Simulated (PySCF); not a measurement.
C2H7FSi3, SMILES C(#C[SiH2][SiH3])[SiH2]F. Heavy atoms are numbered as in [F:1][SiH2:2][C:3]#[C:4][SiH2:5][SiH3:6]. Hydrogens are named by the atom that carries them.

Geometry optimised at r2SCAN-D4/def2-SVP. This is a generated structure with no PubChem entry under its InChIKey; it may be hypothetical.

Method: PBE/pcSseg-1 (PySCF).

GIAO shieldings, no solvent; atoms alike by connectivity are averaged. δ = σ(ref) − σ: ¹⁹F against CFCl3 (σ = 133.6 ppm); ²⁹Si against TMS (σ = 335.4 ppm); ¹³C against TMS (σ = 182.0 ppm); ¹H against TMS (σ = 31.49 ppm), references at their B3LYP-D3(BJ)/def2-TZVP geometries, non-relativistic.

### Question
Estimate the chemical shifts. (An estimate is asked for; the answer gives what the named calculation found.)

### Answer

| nucleus | atoms | count | δ (ppm) |
|---|---|---|---|
| ¹⁹F | F1 | 1 | -241.2 |
| ²⁹Si | Si2 (SiH2) | 1 | -33.6 |
| ²⁹Si | Si5 (SiH2) | 1 | -100.2 |
| ²⁹Si | Si6 (SiH3) | 1 | -106.9 |
| ¹³C | C3 | 1 | 120.6 |
| ¹³C | C4 | 1 | 116.9 |
| ¹H | H on Si2 | 2 | 5.55 |
| ¹H | H on Si5 | 2 | 4.69 |
| ¹H | H on Si6 | 3 | 3.99 |
